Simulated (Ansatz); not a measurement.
Start from `C/C([SiH3])=N\[SiH3]` and change one atom or group to get `C/C=N\[SiH3]`.

Ansatz, PBE0-D4/def2-TZVP geometries, multiplicity 1. 

```tsv
property	`C/C([SiH3])=N\[SiH3]`
HOMO–LUMO gap (PBE0/def2-TZVPP) / eV	5.44
LUMO energy (ωB97M-V/def2-TZVPP) / eV	0.94
size of the dipole moment (PBE/def2-TZVPP) / D	1.80
size of the dipole moment (B3LYP/def2-TZVPP) / D	1.89
HOMO energy (B3LYP/def2-TZVPP) / eV	-6.43
LUMO energy (B3LYP/def2-TZVPP) / eV	-1.39
```

Question: What does the change do to each property? (Best estimate.)

Answer: Ansatz gave: 
```tsv
property	`C/C=N\[SiH3]`	shift
HOMO–LUMO gap (PBE0/def2-TZVPP) / eV	6.28	0.84
LUMO energy (ωB97M-V/def2-TZVPP) / eV	1.58	0.64
size of the dipole moment (PBE/def2-TZVPP) / D	2.10	0.30
size of the dipole moment (B3LYP/def2-TZVPP) / D	2.18	0.29
HOMO energy (B3LYP/def2-TZVPP) / eV	-6.69	-0.26
LUMO energy (B3LYP/def2-TZVPP) / eV	-0.86	0.53
```

With PBE0 the HOMO falls by 0.27 eV and the LUMO rises by 0.57 eV, so the gap widens by about 0.84 eV. PBE moves the HOMO by -0.17 eV and ωB97M-V by -0.34 eV. Dipoles are sizes alone; their direction can turn.

B3LYP here is the variant with VWN-RPA as its local correlation; programs differ in this.
